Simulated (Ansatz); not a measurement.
The same bond dissociation along the group O, S, Se.

Isolated molecules relaxed with PBE0-D4/def2-TZVP in Ansatz; ΔE leaves out vibrations. CBS: MP2 limit from def2 TZ/QZ plus the TZ coupled-cluster correction, frozen cores. This one scheme is used for every species. Functionals use def2-TZVPP. B3LYP here is the variant with VWN-RPA as its local correlation; programs differ in this. Open shells (•) are unrestricted, without spin–orbit coupling. For Ga, Se outer-core shells are correlated without core-valence functions, which leaves a few kJ/mol of doubt a bond. Scalar relativity is left out up to krypton. One conformer a species, not always the lowest.

```csv
reaction,PBE-D4 (kJ/mol),B3LYP-D4 (kJ/mol),RPA@PBE/def2-TZVPP (kJ/mol),CCSD(T)/CBS(def2) (kJ/mol)
`[OH][Ga]([F])[F]` → `[F][Ga][F]`• + `[OH]`•,425,412,409,453
`[F][Ga]([F])[SH]` → `[F][Ga][F]`• + `[SH]`•,348,335,328,369
`[F][Ga]([F])[SeH]` → `[F][Ga][F]`• + `[SeH]`•,321,310,306,346
```

Largest T1 diagnostic: 0.017, for `[F][Ga][F]`•.
